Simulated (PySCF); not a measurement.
**Be: excitation energy**

Be [He] 2s2 (1S) → Be [He] 2s1 3d1 (3D), as a difference of total energies. Computed with PySCF 2.14 in dyall-acv3z, with scalar relativity by spin-free X2C-1e. Correlated levels: valence: 1s2 frozen; valence and next inner shell: nothing frozen; virtual orbitals above 40 to 60 times the deepest correlated orbital energy dropped. The calculations carry no spin-orbit coupling.

| method | excitation energy (cm⁻¹) |
| --- | --- |
| UHF | 62056 |
| LDA | 63916 |
| PBE | 62720 |
| PBE0 | 63896 |
| r2SCAN | 63093 |
| PW91 | 63086 |
| LC-wPBE | 67711 |
| BHandHLYP | 66529 |
| BLYP | 63661 |
| MP2 (valence) | 67646 |
| SCS-MP2 (valence) | 69469 |
| MP2 (valence and next inner shell) | 67914 |
| SCS-MP2 (valence and next inner shell) | 69700 |

The promoted electron is Rydberg-like, and one or two diffuse shells describe it only roughly, which tends to raise the upper state.

In the upper state the promoted electron has a positive orbital energy at LDA, PBE, PBE0, r2SCAN, PW91, BHandHLYP, BLYP, so the basis confines it.
